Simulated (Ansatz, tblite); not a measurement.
Removing and adding an electron: (ZnTe)2 ring (Zn2Te2). Charge 0, multiplicity 1. Geometry: r2SCAN-D4/def2-SVP. Ansatz, gas phase; energy differences of separate SCF runs; the oxidised species was run as a doublet alone; the reduced species was run as a doublet alone.

```xyz
4

Zn   -0.6525    1.0420    0.1266
Te    0.6516    0.1519    2.1085
Zn    0.6525   -1.0420   -0.1266
Te   -0.6516   -0.1519   -2.1085
```

In the def2 sets Te takes a core potential; there is no spin–orbit coupling. The xTB rows come from tblite. Correlated methods freeze 26 core orbitals; core or outer-core shells of Te are correlated, in sets that lack core-valence functions. The rows differ in basis, and correlated rows in double-zeta sets carry the largest basis error. In CCSD on the charge 1 doublet the largest single amplitude is 0.40, so its Hartree–Fock determinant may place the open shell otherwise than the density functionals do.

```csv
level,−HOMO (eV),vertical IE (eV),−LUMO (eV),vertical EA (eV),HOMO–LUMO gap (eV),IE − EA (eV),remarks
GFN1-xTB,9.23,12.14,6.99,4.40,2.24,7.74,–
GFN2-xTB,8.93,12.81,6.48,2.78,2.45,10.04,–
HF/def2-SVP,–,7.04,–,–,–,–,–
PBE-D4/def2-TZVP,5.18,7.57,3.61,–,1.57,–,–
PBE-D4/def2-TZVPD,5.20,–,3.63,1.66,1.57,–,HOMO above zero (-1 doublet)
r2SCAN-D4/def2-TZVP,5.39,7.66,3.46,–,1.93,–,–
r2SCAN-D4/def2-TZVPD,5.40,–,3.47,1.77,1.93,–,HOMO above zero (-1 doublet)
PBE0-D4/def2-TZVP,6.08,7.74,2.91,–,3.16,–,–
PBE0-D4/def2-TZVPD,6.09,–,2.93,1.62,3.16,–,–
MP2/def2-SVP,–,7.71,–,–,–,–,–
CCSD/def2-SVP,–,7.48,–,–,–,–,–
CCSD(T)/def2-SVP,–,7.42,–,–,–,–,–
```

   A HOMO above zero means that the electron is unbound at that level or that self-interaction error raises the level; the energy of removing that electron tells which. Raw xTB energy differences between charge states are shifted by several eV; the methods need an empirical correction for them.
